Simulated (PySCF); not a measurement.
Dipole moment and polarisability across levels of theory

CH10OSi3.
InChI=1S/CH10OSi3/c1-4-5(2)3/h2,5H,4H2,1,3H3/t5-/m1/s1

PySCF, dipoles from the SCF density, polarisabilities from static response with core orbitals frozen. One conformer (not necessarily the lowest) at the PBE0-D3(BJ)/def2-SVP geometry, without solvent, vibrations or thermal averaging.

The anisotropy is √(½[(α1 − α2)² + (α2 − α3)² + (α3 − α1)²]).

| level | μ (D) | α (Å³) | anisotropy (Å³) |
| --- | --- | --- | --- |
| LDA/def2-SVPD | 1.072 | 16.91 | 4.74 |
| PBE/def2-SVPD | 1.019 | 16.50 | 4.54 |
| B3LYP/def2-SVPD | 1.076 | 15.89 | 4.14 |
| PBE0/def2-SVPD | 1.092 | 15.80 | 4.14 |
| BHandHLYP/def2-SVPD | 1.148 | 15.20 | 3.75 |
| CAM-B3LYP/def2-SVPD | 1.124 | 15.59 | 3.87 |
| wB97X-D/def2-SVPD | 1.121 | 15.59 | 3.88 |
| LC-wPBE/def2-SVPD | 1.149 | 15.23 | 3.67 |
| HF/def2-SVPD | 1.209 | 14.43 | 3.25 |
| PBE0/6-31G* | 1.130 | 13.12 | 4.02 |
| PBE0/def2-SVP | 1.007 | 13.99 | 3.77 |
| PBE0/def2-TZVP | 1.045 | 15.23 | 4.12 |

The dipole runs from 1.01 D (PBE0/def2-SVP) to 1.21 D (HF/def2-SVPD). No reference polarisability is at hand; against PBE0 in the largest diffuse basis at hand (def2-SVPD) the other PBE0 rows deviate by 6-31G* -17%, def2-SVP -11%, def2-TZVP -4%. In one basis (def2-SVPD) the functionals order the polarisability from HF (lowest) to LDA (highest), a spread of 17%. With PBE0 the polarisability is 14.12 Å³ without diffuse functions (mean of 6-31G*, def2-SVP and def2-TZVP) and 15.80 Å³ with them (def2-SVPD).
